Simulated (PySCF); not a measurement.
B(Br)(OH)2 (BBrH2O2), SMILES BrB(O)O.

Geometry: PBE0-D3(BJ)/def2-SVP. Other conformers were not sampled.

Level of theory: B3LYP/def2-TZVPD run with PySCF.

Computed frontier levels, gap, dipole moment and polarisability:
```yaml
highest_occupied_level: -8.20 eV
lowest_empty_level: -0.67 eV
orbital_gap: 7.52 eV
dipole_moment: 1.96 D
quadrupole, principal values (traceless, Buckingham form, about the centre of nuclear charge): -2.74, -1.50, 4.25 D·Å
mean_static_polarisability: 45.1 bohr³ (6.68 Å³)
polarisability_principal_values: 35.9, 44.8, 54.6 bohr³
```
